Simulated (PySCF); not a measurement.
Species: C7H8N (doublet state).
Cartesian coordinates in Å at the GFN2-xTB level; atoms count from 1:
```
atom  x, y, z in Å
C1     2.4498   -0.4972    0.2026
C2     1.7580    0.4883   -0.6457
C3     0.2894    0.2456   -0.3572
C4    -0.3327    0.8295    0.7463
C5    -1.6549    0.5182    1.0011
C6    -2.3131   -0.3650    0.1555
C7    -1.6051   -0.8904   -0.9133
N8    -0.3414   -0.5975   -1.1611
H9     2.5276   -1.5151   -0.1262
H10    2.6196   -0.2863    1.2417
H11    2.0253    1.5131   -0.3842
H12    1.9402    0.3033   -1.7037
H13    0.2099    1.5166    1.3779
H14   -2.1689    0.9586    1.8439
H15   -3.3443   -0.6349    0.3215
H16   -2.0670   -1.5778   -1.6106
```

The hyperfine couplings belong to this conformer and change with its torsions.

As a line formula: `[CH2]CC1=CC=CC=N1` [radical].

The calculation used PySCF 2.14.0, UKS B3LYP, pcH-1 on C H N, non-relativistic, mean-field spin-orbit, GIAO. The structure is a single GFN2-xTB conformer in the gas phase; no vibrational or solvent corrections. A GFN2-xTB geometry isn't a minimum of the functional, and hyperfine couplings can be far from their values at a DFT geometry. No stability test was run, so a lower SCF solution isn't excluded.

**Question.** Predict the first-order ENDOR lines of N8, H9/H10, H11/H12, H15, H13, H14 and H16 under fast tumbling at B = 349.2 mT (X band).

**Answer.** ν± = |νn ± a/2|, one line for each electron-spin manifold; νn = |g_N| × 7.62259 MHz/T × B.

```tsv
nuclei	isotope	g_N	νn (MHz)	a_iso (MHz)	lower line (MHz)	upper line (MHz)
N8	14N	0.4038	1.07	1.22	0.46	1.69
H9/H10	1H	5.5857	14.87	-59.07	14.67	44.40
H11/H12	1H	5.5857	14.87	31.68	0.97	30.71
H15	1H	5.5857	14.87	-2.10	13.82	15.92
H13	1H	5.5857	14.87	-1.81	13.96	15.78
H14	1H	5.5857	14.87	1.47	14.13	15.61
H16	1H	5.5857	14.87	0.66	14.54	15.20
```

**Question.** Which pairs are centred on the nuclear Larmor frequency, and which on half the coupling?

**Answer.** Centred on νn, since |a| < 2νn: N8, H15, H13, H14 and H16. Centred on |a|/2 and split by 2νn: H9/H10 and H11/H12.

Means are taken over nuclei equivalent by connectivity, which assumes that they swap fast.

Largest spin populations (Mulliken): C1 (+1.05) and C2 (-0.08). No atom but C1 exceeds +0.15. The angles at C1 add up to 357.7°, so it is nearly planar; its axial dipolar tensor and the negative couplings of its protons fit spin in a p orbital normal to that plane.
